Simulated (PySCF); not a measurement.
## Stationary points of SeOF₂

All numbers come from PBE0 in PySCF with Se def2-TZVP, O def2-TZVP, F def2-TZVP; no relativity; density-fitted integrals.

Relaxations began from a few typed shapes. The search is not exhaustive: other isomers or separated fragments can lie lower, and high-lying points may rest on an excited occupation.

Question: Order these stationary points by electronic energy, lowest first, in kJ/mol from the lowest minimum.
A. singlet Cs: Se–F 1.733 Å (×2), Se–O 1.575 Å; F–Se–F 92.2°, F–Se–O 104.5° (×2)
B. singlet C2v: Se–F 1.814 Å (×2), Se–O 1.577 Å; F–Se–F 170.1°, F–Se–O 94.9° (×2)
C. singlet Cs: Se–F 1.719 Å, Se–F 1.884 Å, Se–O 1.608 Å; F–Se–F 81.7°, F–Se–O 93.9°, F–Se–O 175.5°

Answer: A (0.0), B (145.4), C (212.9).

Question: Which of them are minima?

Answer: By energy in kJ/mol, 0.0: minimum; 145.4: saddle point, 1 imaginary mode; 212.9: saddle point, 1 imaginary mode.

Counting electrons, selenium keeps 2 of its valence electrons outside its bonds, so the VSEPR class is AX3E1 and the expected shape is trigonal pyramidal; with unlike ligands the computed point group is Cs.
